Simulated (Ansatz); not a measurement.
Computed with Ansatz on PBE0-D4/def2-TZVP structures; ΔE is electronic, products minus reactants. CCSD(T)/CBS adds triple-zeta CCSD(T) − MP2 to the extrapolated MP2 energy (def2 sets, frozen cores). This one scheme is used for every species, atoms too. Functionals use def2-TZVPP. B3LYP here is the variant with VWN-RPA as its local correlation; programs differ in this. Open shells (•) are unrestricted, without spin–orbit coupling. Spin–orbit coupling would lower the free atoms: a little for F, O, Si; clearly for Br. Bonds to Br are less sure, by a few kJ/mol each and by 10 to 20 or more in all where they break to atoms, as the def2 sets lack core-valence functions. Scalar relativity is left out up to krypton. Each species was taken in one conformer, which may not be the lowest.

`O[Si](F)(Br)O[SiH3]` → Br• + F• + 4 H• + 2 O• + 2 Si•  (atomization)

| level | ΔE (kJ/mol) | difference from CCSD(T)/CBS |
| --- | --- | --- |
| PBE-D4 | 3799.4 | -32.9 |
| B3LYP-D4 | 3763.3 | -69.0 |
| ωB97M-V | 3802.5 | -29.8 |
| r2SCAN | 3797.8 | -34.5 |
| PBE0 | 3710.3 | -122.0 |
| B3LYP | 3716.3 | -116.0 |
| HF/def2-TZVPP | 2793.8 | -1038.5 |
| MP2/def2-TZVPP | 3817.3 | -15.0 |
| SCS-MP2/def2-TZVPP | 3774.5 | -57.8 |
| CCSD/def2-TZVPP | 3647.6 | -184.7 |
| CCSD(T)/def2-TZVPP | 3702.6 | -129.7 |
| HF/def2-QZVPP | 2807.0 | -1025.3 |
| MP2/def2-QZVPP | 3896.3 | 64.0 |
| SCS-MP2/def2-QZVPP | 3859.7 | 27.4 |
| MP2/CBS(def2) | 3947.0 | 114.7 |
| CCSD/CBS(def2) | 3777.4 | -54.9 |
| CCSD(T)/CBS | 3832.3 | 0 |

Largest T1 diagnostic among the species: 0.012.

In def2-TZVPP, CCSD(T) changes the Hartree–Fock value by +908.8 kJ/mol (the triples alone add +54.9 kJ/mol) and MP2 by +1023.5 kJ/mol; breaking electron pairs costs correlation energy, which Hartree–Fock lacks. From PBE to PBE0 (25 % exact exchange), in def2-TZVPP and without D4, ΔE moves by −60.3 kJ/mol: exact exchange takes away binding that semilocal exchange gives to molecules.

For atomizations the MP2-based limit and the directly extrapolated one differ by several kJ/mol either way, and by 10 to 25 for some Ge, Se and Sn compounds, so smaller differences from it don't rank the levels.
